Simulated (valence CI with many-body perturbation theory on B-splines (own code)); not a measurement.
## E1 transitions of Tc³⁸⁺

Method: relativistic CI+MBPT: three valence electrons over a frozen Dirac-Fock core [He], radial functions for each j: 11 s, 11 p, 9 d, 7 f, 5 g, 2 h, 1 i, with the one-electron correlation potential Σ1 (screened to all orders), the two-electron term Σ2, the three-electron term Σ3, Breit, model QED; selected single and double excitations, second order for the rest (own B-spline code, finite nucleus).

The last digits are not significant, and no measured levels were compared; by estimate large intervals hold to a few tenths of a per cent, small ones and those within an open d or f shell to about a per cent.

Lines 51 to 100 of 268 in falling wavelength, among levels below 3600.8 eV, chosen from the strongest by gf and those to the six lowest levels. Wavelengths and rates use the calculated energies. Electric multipoles are in the length gauge, E1 and E2 with the static RPA response of the core. Weak lines are less certain than strong ones. Lines between different terms over intervals too small for the method are left out, as are lines whose strength nearly cancels. The highest levels of a list are the least certain.

Levels are named by their leading jj configuration (3d3/2^4 stands for four electrons in 3d with j = 3/2), which in mixed levels can hold well under half, so a name can repeat and another be missing. Letters in brackets count levels of one name in rising energy.

| λ vac (Å) | Upper | Lower | A (s⁻¹) | log gf | Branch % |
| --- | --- | --- | --- | --- | --- |
| 48.87 | (2p3/2^3) J=3/2 | (2s 2p3/2^2) J=3/2 | 2.07e+11 | -0.53 | 59.9 |
| 48.55 | (2p1/2 2p3/2^2) J=5/2 | (2s 2p1/2 2p3/2) J=3/2 [b] | 7.20e+10 | -0.82 | 38.2 |
| 48.41 | (2p1/2 2p3/2 3d5/2) J=9/2 | (2s 2p1/2 3d5/2) J=7/2 | 5.31e+10 | -0.73 | 15.5 |
| 48.15 | (2p1/2 2p3/2 3p3/2) J=7/2 | (2s 2p1/2 3p3/2) J=5/2 | 7.07e+10 | -0.71 | 0.2 |
| 47.95 | (2p1/2 2p3/2 3p3/2) J=5/2 [a] | (2s 2p1/2 3p3/2) J=3/2 [a] | 6.73e+10 | -0.86 | 0.1 |
| 47.91 | (2p1/2 2p3/2 3d3/2) J=7/2 | (2s 2p1/2 3d5/2) J=5/2 [a] | 4.01e+10 | -0.96 | 3.8 |
| 47.43 | (2s 2p3/2 3d5/2) J=7/2 [b] | (2s^2 3d5/2) J=5/2 | 1.06e+11 | -0.54 | 0.1 |
| 47.42 | (2p1/2 2p3/2 3d5/2) J=7/2 | (2s 2p1/2 3d3/2) J=5/2 | 4.41e+10 | -0.92 | 1.0 |
| 46.93 | (2p1/2 2p3/2 3p1/2) J=3/2 [b] | (2s 2p1/2 3p1/2) J=1/2 [b] | 7.57e+10 | -1.00 | 0.1 |
| 46.83 | (2p1/2 2p3/2 3d3/2) J=3/2 [a] | (2s 2p1/2 3d3/2) J=3/2 [a] | 7.71e+10 | -0.99 | 0.2 |
| 46.82 | (2s 2p3/2 3p3/2) J=5/2 [b] | (2s^2 3p3/2) J=3/2 | 1.16e+11 | -0.64 | 0.7 |
| 46.58 | (2p1/2 2p3/2 3p1/2) J=5/2 | (2s 2p1/2 3p1/2) J=3/2 | 5.36e+10 | -0.98 | 0.1 |
| 46.56 | (2s 2p3/2 3d3/2) J=5/2 [b] | (2s^2 3d3/2) J=3/2 | 1.04e+11 | -0.69 | 0.1 |
| 46.20 | (2s 2p3/2 3d3/2) J=3/2 [b] | (2s^2 3d3/2) J=3/2 | 1.06e+11 | -0.87 | 0.1 |
| 46.19 | (2p1/2 2p3/2 3s) J=3/2 [a] | (2s^2 3p3/2) J=3/2 | 8.39e+10 | -0.97 | 0.6 |
| 46.08 | (2p1/2 2p3/2 3s) J=5/2 | (2s 2p1/2 3s) J=3/2 | 7.34e+10 | -0.85 | 0.5 |
| 46.02 | (2s 2p3/2 3p1/2) J=1/2 | (2s^2 3p1/2) J=1/2 | 1.59e+11 | -1.00 | 0.3 |
| 45.97 | (2s 2p3/2 3d5/2) J=5/2 [b] | (2s^2 3d5/2) J=5/2 | 1.10e+11 | -0.68 | 0.1 |
| 45.82 | (2s 2p3/2 3p1/2) J=3/2 [b] | (2s^2 3p1/2) J=1/2 | 1.35e+11 | -0.77 | 0.8 |
| 45.68 | (2s 2p3/2 3s) J=3/2 [b] | (2s^2 3s) J=1/2 | 1.46e+11 | -0.74 | 0.9 |
| 45.36 | (2s 2p3/2 3d5/2) J=3/2 [b] | (2s^2 3d5/2) J=5/2 | 1.70e+11 | -0.68 | 0.1 |
| 45.07 | (2s 2p3/2 3d3/2) J=1/2 [b] | (2s^2 3d3/2) J=3/2 | 1.62e+11 | -1.01 | 0.1 |
| 44.59 | (2s 2p1/2 2p3/2) J=3/2 [b] | (2s^2 2p1/2) J=1/2 | 1.35e+11 | -0.79 | 98.3 |
| 44.44 | (2p1/2 2p3/2^2) J=3/2 | (2s 2p1/2 2p3/2) J=5/2 | 1.67e+10 | -1.70 | 7.1 |
| 43.83 | (2s 2p1/2 2p3/2) J=1/2 | (2s^2 2p1/2) J=1/2 | 2.12e+11 | -0.91 | 98.0 |
| 43.47 | (2p1/2 2p3/2^2) J=1/2 | (2s 2p1/2 2p3/2) J=3/2 [b] | 2.06e+11 | -0.93 | 69.6 |
| 42.81 | (2s 2p3/2^2) J=1/2 | (2s^2 2p3/2) J=3/2 | 1.79e+11 | -1.01 | 99.7 |
| 42.64 | (2s 2p3/2^2) J=3/2 | (2s^2 2p3/2) J=3/2 | 2.79e+11 | -0.52 | 96.3 |
| 42.45 | (2p1/2^2 2p3/2) J=3/2 | (2s 2p1/2^2) J=1/2 | 9.53e+10 | -0.99 | 63.0 |
| 42.05 | (2p1/2 2p3/2^2) J=5/2 | (2s 2p1/2 2p3/2) J=5/2 | 9.04e+10 | -0.84 | 47.9 |
| 40.92 | (2p1/2 2p3/2^2) J=3/2 | (2s 2p1/2 2p3/2) J=3/2 [a] | 1.13e+11 | -0.94 | 47.9 |
| 31.09 | (2p3/2^3) J=3/2 | (2s 2p1/2 2p3/2) J=3/2 [b] | 9.87e+09 | -2.24 | 2.9 |
| 30.81 | (2p1/2 2p3/2^2) J=3/2 | (2s 2p1/2^2) J=1/2 | 6.51e+09 | -2.43 | 2.8 |
| 29.30 | (2s 2p3/2^2) J=3/2 | (2s^2 2p1/2) J=1/2 | 1.07e+10 | -2.26 | 3.7 |
| 4.301 | (2s^2 3p1/2) J=1/2 | (2s 2p1/2 2p3/2) J=3/2 [b] | 8.03e+11 | -2.35 | 65.4 |
| 4.242 | (2s 2p1/2 3s) J=1/2 [a] | (2s 2p1/2 2p3/2) J=3/2 [b] | 9.77e+11 | -2.28 | 4.3 |
| 4.218 | (2s 2p1/2 3s) J=3/2 | (2s 2p1/2 2p3/2) J=3/2 [b] | 1.52e+12 | -1.79 | 6.4 |
| 4.202 | (2s 2p1/2 3s) J=1/2 [b] | (2s 2p1/2 2p3/2) J=3/2 [b] | 9.73e+12 | -1.29 | 58.5 |
| 4.198 | (2p1/2 2p3/2 3s) J=5/2 | (2p1/2 2p3/2^2) J=5/2 | 7.69e+12 | -0.91 | 51.4 |
| 4.192 | (2p1/2 2p3/2 3s) J=3/2 [c] | (2p1/2 2p3/2^2) J=5/2 | 1.06e+13 | -0.95 | 34.6 |
| 4.191 | (2s^2 3p3/2) J=3/2 | (2s 2p1/2 2p3/2) J=5/2 | 3.00e+12 | -1.50 | 69.2 |
| 4.178 | (2s 2p3/2 3s) J=3/2 [b] | (2s 2p3/2^2) J=3/2 | 9.10e+12 | -1.02 | 53.8 |
| 4.176 | (2s 2p3/2 3s) J=5/2 | (2s 2p3/2^2) J=5/2 | 7.74e+12 | -0.92 | 25.1 |
| 4.162 | (2s 2p1/2 3s) J=3/2 | (2s 2p1/2 2p3/2) J=5/2 | 1.12e+13 | -0.94 | 47.2 |
| 4.159 | (2s 2p3/2 3s) J=3/2 [a] | (2s 2p3/2^2) J=5/2 | 1.53e+13 | -0.80 | 57.4 |
| 4.152 | (2s 2p1/2 3s) J=1/2 [a] | (2s 2p1/2 2p3/2) J=3/2 [a] | 1.76e+13 | -1.04 | 76.7 |
| 4.151 | (2s^2 3s) J=1/2 | (2s^2 2p3/2) J=3/2 | 1.74e+13 | -1.05 | 70.6 |
| 4.128 | (2s 2p1/2 3s) J=3/2 | (2s 2p1/2 2p3/2) J=3/2 [a] | 1.52e+12 | -1.81 | 6.4 |
| 4.093 | (2s 2p1/2 3d3/2) J=3/2 [a] | (2s 2p1/2 2p3/2) J=3/2 [b] | 8.61e+12 | -1.06 | 24.2 |
| 4.083 | (2p1/2 2p3/2 3d3/2) J=3/2 [b] | (2p1/2 2p3/2^2) J=1/2 | 1.12e+13 | -0.95 | 5.1 |

Problem. How does gf follow from A for the line at 47.91 Å?

Solution. gf = 1.4992 × (2J+1)_upper × A / σ², with σ = 2087167 cm⁻¹ and 2J+1 = 8: gf = 0.110.
